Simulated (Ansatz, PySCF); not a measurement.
Reaction R1 → P1 + P2, each structure at its B3LYP-D3(BJ)/def2-TZVP stationary point, reached from a drawn start (curvature not checked).
R1, F2OZr (SMILES [O]=[Zr]([F])[F]) (charge 0, multiplicity 1):
```xyz
4

Zr     0.007    -0.001    -0.326
O      1.704    -0.008     0.098
F     -0.847     1.693     0.107
F     -0.864    -1.683     0.121
```
P1, FOZr (SMILES [O]=[Zr][F]) (charge 0, multiplicity 2):
```csv
atom,x (Å),y (Å),z (Å)
Zr,0.0589,0.0058,-0.7127
O,1.4555,-0.0063,0.3236
F,-1.5144,0.0006,0.3891
```
P2: F atom, charge 0, multiplicity 2.

P less R. No zero-point or thermal terms; singlets are restricted closed shells; open shells are unrestricted; no spin–orbit coupling. The spin states of the d-block species are the ones drawn and need not be the lowest.

Cores are frozen in the correlated methods.

The values were computed with Ansatz (a first-principles code); PySCF for M06-2X. No computed number here is a measurement. Elements past Kr take the def2 small-core potentials, without spin–orbit coupling.

```csv
level,reaction energy (eV)
HF/def2-TZVPP,4.883
HF/def2-QZVPP,4.921
PBE/def2-TZVPP,6.602
PBE0/def2-TZVPP,6.377
M06-2X/def2-TZVPP,6.353
MP2/def2-SVP,6.697
MP2/def2-QZVPP,6.992
CCSD/def2-QZVPP,6.548
CCSD(T)/def2-TZVPP,___
```

Task: Fill in the missing entries.

Result: 
- CCSD(T)/def2-TZVPP, reaction energy (eV): 6.508
